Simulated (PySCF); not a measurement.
Species: C₆H₁₀S₂.
Z-matrix (Å and degrees, PBE0-D3(BJ)/def2-SVP geometry), rows numbered from 1:
```
C 
C   1  1.5142
S   2  1.8118  1  106.94
C   3  1.8276  2   95.16  1   -45.71
C   4  1.5025  3  113.55  2   -98.96
C   5  1.5014  4  119.32  3  -155.11
C   5  1.4983  4  119.53  3   -85.02
S   1  1.8166  2  107.90  3    50.36
H   1  1.1006  2  110.73  3   -70.73
H   1  1.1019  2  111.76  3   167.68
H   2  1.1015  1  111.31  3  -121.31
H   2  1.1014  1  111.93  3   116.93
H   4  1.1023  3  105.58  2   140.63
H   5  1.0948  4  113.65  3    60.49
H   6  1.0928  5  118.05  7   108.68
H   6  1.0942  5  117.70  7  -108.00
H   7  1.0928  5  117.99  6  -108.71
H   7  1.0942  5  117.68  6   108.15
```

All values: CAM-B3LYP/def2-SVPD (PySCF, non-relativistic), on one gas-phase PBE0-D3(BJ)/def2-SVP geometry that isn't relaxed in the solvent. The solvent is an IEF-PCM continuum (cavity from Bondi-type radii × 1.2), and excitations are vertical TDDFT with non-equilibrium linear response and a frozen core. Specific hydrogen bonds and non-electrostatic terms are outside this model.

```tsv
run	E − E(gas) (kcal/mol)	HOMO (eV)	HOMO–LUMO gap (eV)	dipole (D)	lowest singlet (eV)	static polarisability (au)
gas	0.00	-7.85	8.74	1.02	5.13	106.9
P	-5.39	-7.93	8.88	1.44	5.19	151.7
Q	-2.36	-7.86	8.80	1.20	5.14	124.1
```

The runs were made in benzene and methanol. Which run belongs to which solvent?

P = methanol, Q = benzene. The dielectric constants are 2.271 (benzene), 32.61 (methanol), and the energy falls further as ε rises. The optical constants n² used for the excitations are 2.25, 1.77 in the same order. In this model the ground state sees the solvent through ε alone.

How constant is the ratio of the lowering to (ε − 1)/(2ε + 1)?

| solvent | (ε − 1)/(2ε + 1) | E − E(gas) (kcal/mol) | ratio (kcal/mol) | polarisation term (kcal/mol) |
| --- | --- | --- | --- | --- |
| benzene | 0.229 | -2.36 | -10.3 | -2.52 |
| methanol | 0.477 | -5.39 | -11.3 | -6.25 |

The ratio changes by +9.6 % in size from benzene to methanol. The polarisation term is half the interaction of the solute with the induced surface charges.
